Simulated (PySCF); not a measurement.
C5H7FO2.
Structure used (PBE0-D3(BJ)/def2-SVP), in Å, numbered top down from 1:
```
atom  x, y, z in Å
C1    -1.8684   -1.0123   -0.2828
C2    -0.4322   -0.6650   -0.0575
C3     0.0981    0.5754    0.0087
O4     1.3949    0.8798    0.2110
C5     2.3054   -0.1703    0.3591
C6    -0.7475    1.7840   -0.1410
O7    -1.9188    1.8139   -0.3393
F8    -0.0443    2.9087   -0.0238
H9    -2.5209   -0.5837    0.4937
H10   -2.2426   -0.6101   -1.2369
H11   -2.0015   -2.1022   -0.2868
H12    0.2602   -1.5015    0.0665
H13    3.2929    0.2858    0.5014
H14    2.3311   -0.8167   -0.5371
H15    2.0662   -0.7964    1.2378
```

Method used: PySCF 2.14.0, density-fitted response routines, TDDFT PBE0/def2-SVPD, vertical, gas phase, core orbitals frozen in the response.

Ground-to-excited transition dipoles (e·a0, same axes as the geometry; the sign carries no meaning), for the states with f of 0.002 or more among the lowest 10:

| state | E (eV) | μx | μy | μz |
| --- | --- | --- | --- | --- |
| S1 | 4.936 | -0.373 | -1.059 | -0.043 |
| S3 | 6.473 | -0.055 | 0.002 | 0.323 |
| S6 | 7.221 | 0.030 | -0.003 | -0.188 |
| S7 | 7.516 | -0.529 | 0.638 | -0.093 |
| S9 | 7.916 | -0.782 | -0.139 | -0.124 |
| S10 | 8.001 | 0.060 | 0.001 | -0.298 |

(1) What oscillator strength does each state have?

(2) What is the point group, and which symmetry does each of these states have?

(3) Which bond between heavy atoms lies closest to the direction of the S1 transition dipole?

(4) What angle do the transition dipoles of S7 and S9 make?

(5) What peak molar absorption coefficient would the strongest computed level give as a lone Gaussian band 0.3 eV wide at half height?

## Answers

(1) f = (2/3) ΔE |μ|² with ΔE in hartree (27.2114 eV).

| state | \|μ\|² (au) | \|μ\| (D) | f |
| --- | --- | --- | --- |
| S1 | 1.263 | 2.86 | 0.153 |
| S3 | 0.108 | 0.83 | 0.017 |
| S6 | 0.036 | 0.48 | 0.006 |
| S7 | 0.696 | 2.12 | 0.128 |
| S9 | 0.646 | 2.04 | 0.125 |
| S10 | 0.092 | 0.77 | 0.018 |

(2) Cs. The ground state is totally symmetric, so the direction of μ fixes the label. Polarised normal to the mirror plane, so A″: S3, S6 and S10. Polarised in the mirror plane, so A′: S1, S7 and S9.

(3) C2–C3, at 4° from it; next C6–F8 at 13°.

(4) |cos θ| = |μa·μb| / (|μa| |μb|) = 0.50, so θ ≈ 60° (taken between 0 and 90°, since the signs are arbitrary).

(5) ε(max) = 2.175×10⁸ f / FWHM, with the width in cm⁻¹. S1: 2.175×10⁸ × 0.1528 / 2420 ≈ 14000 L mol⁻¹ cm⁻¹.

The vertical ionisation energy (ΔSCF) is 9.11 eV, 1.11 eV above S10.

One conformer stands for the species.
